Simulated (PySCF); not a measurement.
These compounds are isomers of formula C6H8O2.

A. `C1(=CC(OC)=O)CC1`
B. SMILES CO[C@@H]1CC=CC1=O
C. SMILES C=COC(=O)/C=C/C

Spectrum 1. 13C{1H} NMR (computed): δ 172.8 (C), 155.7 (C), 117.4 (CH), 53.4 (CH3), 7.6 (CH2), 4.0 (CH2).

Spectrum 2. 13C{1H} NMR (computed): δ 168.2 (C), 158.9 (CH), 149.5 (CH), 128.4 (CH), 101.4 (CH2), 22.5 (CH3).

Spectrum 3. 13C{1H} NMR (computed): δ 213.3 (C), 172.4 (CH), 140.1 (CH), 79.2 (CH), 58.7 (CH3), 41.8 (CH2).

PySCF 2.14.0 with density-fitted response routines calculation with geometry: GFN2-xTB and PBE0/pcSseg-1 with gauge-including orbitals; rapidly exchanging positions averaged, single conformer, non-relativistic Hamiltonian, no solvent.

References, each an isolated molecule treated in the same way: 13C (186.93 ppm) vs TMS. Shifts are as computed. Against solution values, carbons near 30 ppm lie about +3 ppm off and those near 130 ppm about +5 ppm. Of 1211 compounds with measured shifts, 218 miss one by over three times the rms of a fit or turn the order of signals round; such compounds aren't used in these exercises.

Match each spectrum to its structure.

Results:

1–A, 2–C, 3–B.

- Spectrum 1 (A): 6 13C signals; δC 172.8 is an ester carbonyl carbon; δC 155.7 is a β carbon of a C=C–C=O unit.
- Spectrum 2 (C): 6 13C signals; δC 168.2 is an ester carbonyl carbon; δC 158.9 is a β carbon of a C=C–C=O unit.
- Spectrum 3 (B): 6 13C signals; δC 213.3 is a ketone carbonyl carbon; δC 172.4 is a β carbon of a C=C–C=O unit.
